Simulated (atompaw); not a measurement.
## Which change was made? (Sn, PAW (atompaw))

```json
{
  "Element": "tin",
  "Generator": "atompaw 4.2.0.5",
  "Type": "PAW",
  "Functional": "LDA (PW92)",
  "Relativity": "scalar-relativistic",
  "Frozen core": "[Kr]",
  "Valence charge": "14",
  "Reference configuration": "4d10 5s2 5p2",
  "Partial waves": "5s (bound): rc 2.35 bohr; 5s channel at 1.8 Ry: rc 2.35 bohr; 5p (bound): rc 2.10 bohr; 5p channel at 1.2 Ry: rc 2.35 bohr; 4d (bound): rc 1.35 bohr; 4d channel at 2.1 Ry: rc 2.35 bohr",
  "Local potential": "bessel scheme, radius 1.65 bohr",
  "Core correction": "smooth core density matched at 1.80 bohr",
  "Augmentation charge": "sinc compensation charge, radius 1.85 bohr; PAW radius 2.35 bohr; waves and projectors: custom rrkj vanderbiltortho"
}
```

Cutoffs, loose and tight: the cutoffs (Ry, on a coarse ladder) from which the occupation-weighted sum of valence levels, in a spherical-Bessel basis at the reference potential, stays within 10 and 1 mRy of its value at 400 Ry. They see the waves, projectors and local potential, not the compensation charge or the core.

The base gives: outcome: generated; cutoff, loose: 80 Ry; cutoff, tight: 140 Ry; bound ghosts: none.

Task: After one change the result is: outcome: generated; cutoff, loose: 100 Ry; cutoff, tight: 180 Ry; bound ghosts: none. Which change was it?
A. all radii scaled by about 0.87 (s 2.04, p 1.82, d 1.18 bohr); local potential bessel scheme, radius 1.44 bohr; augmentation sinc compensation charge, radius 1.60 bohr; PAW radius 2.04 bohr; waves and projectors: custom rrkj vanderbiltortho; core correction smooth core density matched at 1.56 bohr
B. all radii scaled by about 0.77 (s 1.80, p 1.62, d 1.04 bohr); local potential bessel scheme, radius 1.26 bohr; augmentation sinc compensation charge, radius 1.42 bohr; PAW radius 1.80 bohr; waves and projectors: custom rrkj vanderbiltortho; core correction smooth core density matched at 1.38 bohr
C. all radii scaled by about 1.04 (s 2.44, p 2.18, d 1.40 bohr); local potential bessel scheme, radius 1.72 bohr; augmentation sinc compensation charge, radius 1.92 bohr; PAW radius 2.44 bohr; waves and projectors: custom rrkj vanderbiltortho; core correction smooth core density matched at 1.86 bohr

Result: A. The others give: all radii scaled by about 1.04 (s 2.44, p 2.18, d 1.40 bohr); local potential bessel scheme, radius 1.72 bohr; augmentation sinc compensation charge, radius 1.92 bohr; PAW radius 2.44 bohr; waves and projectors: custom rrkj vanderbiltortho; core correction smooth core density matched at 1.86 bohr → outcome: generated; cutoff, loose: 80 Ry; cutoff, tight: 120 Ry; bound ghosts: p | all radii scaled by about 0.77 (s 1.80, p 1.62, d 1.04 bohr); local potential bessel scheme, radius 1.26 bohr; augmentation sinc compensation charge, radius 1.42 bohr; PAW radius 1.80 bohr; waves and projectors: custom rrkj vanderbiltortho; core correction smooth core density matched at 1.38 bohr → outcome: failed: atompaw: The overlap operator has at least one negative eigenvalue!.
